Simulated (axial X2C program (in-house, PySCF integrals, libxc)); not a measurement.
# KS⁺ with a deliberately poor setting

Computed with an in-house relativistic program for diatomic molecules.

Input:
```json
{"zs": [19, 16], "q": 1, "bas": ["dyall-v3z", "dyall-v3z"], "levels": ["PBE0", "HF", "M06", "PW91"], "cc": false, "r0": 2.87, "npts": 10, "nst": 2, "ntry": 6, "opt": {"auxb": 3.0}}
```
```bash
python so2c.py task.json out
```

Keys: zs atomic numbers; q charge; bas basis sets; levels methods; cc coupled cluster on or off; r0 starting distance in Å; npts points on the curve; nst determinants followed; ntry starts of the search; auxb ratio of fitting exponents. HF also brings MP2.

**Question.** One numerical setting was spoiled on purpose. Which, and what came out?

**Answer.** Density fitting set too sparse. States: spin-free M_S = 1, Λ = 0; 2c Ω = 1. The apparent results, which are not to be taken for properties of KS⁺:

```tsv
Hamiltonian	level	points converged	Re (Å)	ωe (cm⁻¹)	De (eV)	curve-fit residual (μEh)
spin-free	PBE0	10 of 10	3.322	117	0.33	0.48
spin-free	HF	10 of 10	3.439	105	0.27	0.0018
spin-free	MP2	10 of 10	3.312	120	0.33	0.0047
spin-free	M06	10 of 10	3.330	113	0.28	5.6
spin-free	PW91	10 of 10	3.328	117	0.36	0.51
2c	PBE0	10 of 10	3.323	117	0.33	0.48
2c	HF	10 of 10	3.440	105	0.27	0.0018
2c	MP2	10 of 10	3.312	120	0.31	0.044
2c	M06	10 of 10	3.330	113	0.25	5.6
2c	PW91	10 of 10	3.328	117	0.36	0.51
```
